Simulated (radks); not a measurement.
Species: Sr II. Configuration: [Kr] 6p1 (not the ground configuration).

Calculated with a radial shooting solver on a logarithmic mesh with Libxc functionals: scalar-relativistic Kohn-Sham, r2SCAN, spin-unpolarised, spherical densities, finite nucleus; meta-GGA in the generalised Kohn-Sham scheme; Fermi nuclear charge, rms radius 4.224 fm.

Energy parts (eV):
part                       energy
total                  -86519.468
kinetic                 88726.941
electron-nucleus      -207975.366
Hartree                 35589.608
exchange-correlation    -2860.651

Orbitals (lengths in bohr, moments of r in powers of bohr):
orbital  occ.  eigenvalue (eV)     <r^2>
1s          2        -15986.44  0.002068
2s          2        -2184.525   0.03502
2p          6        -1939.939   0.02766
3s          2        -351.6694    0.2765
3p          6        -271.8444    0.2891
3d         10        -140.5543    0.3025
4s          2         -52.5757     2.091
4p          6         -33.7641     2.747
6p          1          -3.2002     106.6

The highest occupied level is 6p at -3.200 eV. The density falls to 0.001 e/bohr^3 at r = 3.49 bohr.

Run on one thread of a shared host, so times are rough (Arm Neoverse N1): 0.16 s of CPU time, 0.16 s wall, 16 iterations on 2360 mesh points.
